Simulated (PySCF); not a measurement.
Compound: C₆H₇OP.
Atom-mapped SMILES: `[CH2:1]=[CH:2][c:3]1[p:4][cH:5][o:6][c:7]1[CH3:8]` (hydrogens: H9, H10 on C1; H11 on C2; H12 on C5; H13, H14, H15 on C8)

Computed, not measured: TDDFT PBE0/def2-SVPD, vertical, gas phase, core orbitals frozen in the response (PySCF). One conformer (not necessarily the lowest) at the GFN2-xTB geometry, without solvent, vibrations or thermal averaging. Torsions of this conformer, `[CH2:1]=[CH:2][c:3]1[p:4][cH:5][o:6][c:7]1[CH3:8]`: C1–C2–C3–P4 0°.

```tsv
state	E (eV)	λ (nm)	ν̃ (cm⁻¹)	f	symmetry	main configurations (H = HOMO, L = LUMO)
S1	4.54	273.0	36630	0.074	A′	H→L (87%)
S2	5.20	238.5	41930	0.035	A′	H-1→L (80%), H-1→L+1 (17%)
S3	5.42	229.0	43680	0.100	A′	H→L+1 (86%)
S4	5.73	216.2	46250	0.012	A″	H-2→L (94%)
S5	5.89	210.6	47480	0.416	A′	H-1→L+1 (64%), H→L (10%), H-1→L (10%)
S6	6.09	203.4	49160	0.0099	A″	H→L+2 (91%)
S7	6.19	200.3	49910	0.0008	–	H-2→L+1 (92%)
S8	6.21	199.7	50080	0.0069	A″	H→L+3 (80%), H-1→L+3 (10%)
```

Triplets, Tamm–Dancoff:

```json
{"state": "T1", "E (eV)": "3.18", "λ (nm)": "389.9", "main configurations (H = HOMO, L = LUMO)": "H-1→L (48%), H→L+1 (26%), H→L (17%)"}
{"state": "T2", "E (eV)": "3.29", "λ (nm)": "377.4", "main configurations (H = HOMO, L = LUMO)": "H→L (57%), H→L+1 (29%)"}
{"state": "T3", "E (eV)": "4.16", "λ (nm)": "297.9", "main configurations (H = HOMO, L = LUMO)": "H-1→L (41%), H→L+1 (40%), H→L (13%)"}
```

The lowest singlet lies at 4.54 eV (273 nm, ultraviolet) and is of moderate strength; its leading configuration is HOMO→LUMO (87%). The most intense listed level is S5 at 5.89 eV (211 nm, f = 0.416), 1.35 eV above S1. Löwdin shares by element: HOMO carbon 68% or more (atoms not listed hold the other 32%); LUMO carbon 42% or more, phosphorus 32% (atoms not listed hold the other 26%). Orbital energies (eV): HOMO-3 -9.39, HOMO-2 -8.10, HOMO-1 -6.99, HOMO -6.48, LUMO -1.04, LUMO+1 -0.54, LUMO+2 0.70. Of the 8 states listed, 5 reach f = 0.01 and none stays under 0.0005. The oscillator strengths of these states sum to 0.655; summed over the whole spectrum of an exact calculation they would give the number of electrons, 66 (Thomas–Reiche–Kuhn). Symmetry labels in Cs follow from the direction of the transition dipole and are given only for states with f of 0.002 or more. Singlets were solved by full linear response, triplets in the Tamm–Dancoff approximation.
